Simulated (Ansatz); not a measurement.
Coupled-cluster diagnostics for the cluster B3W3, Ansatz.

Geometry of the doublet (PBE-D4/def2-SVP):

| atom | x (Å) | y (Å) | z (Å) |
| --- | --- | --- | --- |
| W1 | -0.0914 | 1.4068 | 0.9604 |
| W2 | 0.5467 | -0.7975 | 1.4559 |
| W3 | -1.3365 | 0.0356 | -0.5118 |
| B4 | 0.1993 | 1.1530 | -1.2404 |
| B5 | -0.2101 | -1.6662 | -0.1914 |
| B6 | 0.8920 | -0.1318 | -0.4726 |

In the def2 sets W takes a core potential; there is no spin–orbit coupling. Correlated methods freeze 3 core orbitals; core or outer-core shells of W are correlated, in sets that lack core-valence functions. Another isomer (doublet) lies 0.76 eV lower at PBE0-D4/def2-TZVP; other spin states weren't run for this one.

(1) Estimate the CCSD(T) correlation energy, the shares of MP2 and (T), T1 and the reference's ⟨S²⟩ for: charge 0, doublet, own geometry in def2-SVP; and the rough time on 4 threads of Arm Neoverse V1 on a shared host.

## Answers

(1) 
```
                          state     basis  correlation (eV)  MP2 share (%)  (T) share (%)     T1  ⟨S²⟩ (pure)  wall time                      remarks
charge 0, doublet, own geometry  def2-SVP           -37.670          100.2            8.3  0.097  3.43 (0.75)    5.4 min  large T1, spin-contaminated
```
Customary marks for T1 are 0.02 (closed shells), 0.045 (open shells) and about 0.05 (3d metals). T1 exceeds 0.02 in 1 of 1 rows and 0.045 in 1; the higher it lies, the less the single-reference result can be trusted.
